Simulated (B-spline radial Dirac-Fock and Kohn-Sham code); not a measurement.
Binding energies of Ge²⁺ in different valence configurations

Level of theory: Dirac-Fock ΔSCF + Breit + QED; a radial B-spline solver. The model has no electron correlation.

Reference: the tabulated ground configuration [Ar] 3d10 4s2, with 1s 11134.6 eV, 2s 1448.7 eV, 2p1/2 1279.9 eV, 2p3/2 1248.6 eV, 3p1/2 158.7 eV, 4s 32.19 eV, Kα1 9886.0 eV, Kβ1 10980.1 eV.

Q: One of these configurations gives the following shifts from the reference, in eV: average energy +31.41, 1s +14.06, 2s +15.38, 2p1/2 +15.22, 2p3/2 +15.23, 3p1/2 +11.34, 4s +4.01, Kα1 -1.17, Kβ1 +2.82. Which?
A. [Ar] 3d9 4s2 4p1
B. [Ar] 3d10 4s1 4p1

A: A. The others give [Ar] 3d10 4s1 4p1: 1s +1.45.

Values without a named source are computed, but for edge energies of neutral atoms, which are taken from tables.
